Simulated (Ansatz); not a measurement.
Ansatz (a first-principles code) input (RI-MP2/def2-TZVPPD):
A basis named .json is the Basis Set Exchange file of that set.

Ansatz 0.2 input:
```yaml
crystal:
  periodic: [false, false, false]
  atoms:
    - {symbol: Br, position_ang: [-0.15872360, 2.23261180, -0.00577811]}
    - {symbol: Al, position_ang: [0.00000000, 0.00000000, 0.00000000]}
    - {symbol: Br, position_ang: [2.01021759, -0.97877351, 0.10396956]}
    - {symbol: Br, position_ang: [-1.85149399, -1.25383829, -0.09819145]}
basis:
  gaussian:
    orbitals: def2-TZVPPD.json
    fitting: {mean_field: def2-universal-jkfit, correlation: def2-TZVPPD-RIFIT.json}
total_charge: -1
magnetization: {spin_polarized: true, initial_magnetization: 1}
correlation: {method: mp2, electrons: outside_noble_gas}
```

End of the output:

```
integrals: 0.33 GiB planned
926 factors; integrals over basis functions are off by at most 7.5e-1 eV
664 factors; integrals over basis functions are off by at most 1.2e2 eV
1.31 GiB of device memory are held for the factors and their scratch space
mean field: 1.94 GiB planned
mean field evaluation 1: about -216584.0991 eV, gradient 1.4e1 eV
mean field evaluation 2: about -216585.1786 eV, gradient 1.0e1 eV
mean field evaluation 4: about -216585.7988 eV, gradient 6.5e-1 eV
mean field evaluation 8: about -216585.8190 eV, gradient 1.8e-6 eV
mean field evaluation 16: about -216584.0991 eV, gradient 1.4e1 eV
mean field evaluation 32: about -216585.5303 eV, gradient 7.3e-1 eV
mean field evaluation 64: about -216585.8477 eV, gradient 6.8e-1 eV
mean field evaluation 96: about -216585.8190 eV, gradient 7.9e-4 eV
mean field -216585.88324727 eV, -7959.3844021528 hartree, gradient 6.6e-7 eV, S^2 0.755333; 14 other end points of the search recorded, 0 dependent functions left out
47 core orbitals not correlated
reference -216585.88324727 eV, -7959.3844021528 hartree; 13, 12 occupied and 159, 160 virtual orbitals, 664 factors
second order -15.26130024 eV of doubles, -0.00000000 eV of singles
Total energy: -216601.14454751 eV, -7959.9452445922 hartree
```

This state (charge -1, doublet) is run at the relaxed geometry of the species with charge 0 and multiplicity 1.
